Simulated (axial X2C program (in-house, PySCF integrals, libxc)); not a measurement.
## Correcting the dissociation energy of ScCl⁺ for spin–orbit coupling

A spin-free CCSD(T) curve (one-electron X2C) was computed with an in-house relativistic program for diatomic molecules, basis Sc dyall-cv3z [10s11p7d5f2g], Cl dyall-av3z [9s8p3d2f] (cores contracted in-house), for the state M_S = 1/2, Λ = 2 (beyond evenly filled blocks: δ+α). It gives D0 = 4.240 eV to Sc+ + Cl, which in a spin-free picture are the weighted means of the ground terms.

Correlated methods: 9 electrons correlated (number of frozen shells: Sc 3 s, 2 p; Cl 2 s, 1 p), 301 virtual spin orbitals or spinors in MP2, 90 natural virtuals in coupled cluster.

Measured levels of the ground terms (NIST Handbook of Basic Atomic Spectroscopic Data), in cm⁻¹: Sc+ 3D: J = 1 at 0, J = 2 at 67.7, J = 3 at 177.8; Cl 2P: J = 3/2 at 0, J = 1/2 at 882.4.

The two components of the molecular doublet are 142 cm⁻¹ apart in the PBE0 2c search (Ω = 3/2 lower), so the lower one lies 71 cm⁻¹ under their mean.

Question: How far does each ground level lie under the (2J+1)-weighted mean of its term?

Answer: Sc+: (3 × 0 + 5 × 67.7 + 7 × 177.8)/15 = 106 cm⁻¹; Cl: (4 × 0 + 2 × 882.4)/6 = 294 cm⁻¹.

Question: Correct D0.

Answer: D0 = 4.240 + (71 − 400)/8065.5 = 4.199 eV at CCSD(T) with these spin–orbit terms.

Second-order spin–orbit effects in the molecule, which grow quickly with Z, are left out. The state is one determinant whose occupation by symmetry is held fixed; it was picked as the lowest of a PBE0 search that is not exhaustive. Dissociation energies refer to the lowest single-determinant-based atoms at the same level and basis. Coupled cluster ran in a truncated set of natural virtual spinors; the MP2 energy of the rest was added. (T) has no such correction and the atoms are truncated less, which lowers De at CCSD(T) by a hundredth of an eV or more. Other states lie close and PBE0, whose exact exchange favours high spin, may order them wrongly; the determinant shown need not be the ground state. The nearest other spin-free determinant of the search, M_S = 1/2, Λ = 0, lies 0.11 eV up at the distance of the search. The outer-core s and p shells of the metal are frozen in the correlated rows, which leaves out core–valence correlation; for alkali and alkaline-earth bonds that tends to lengthen them.
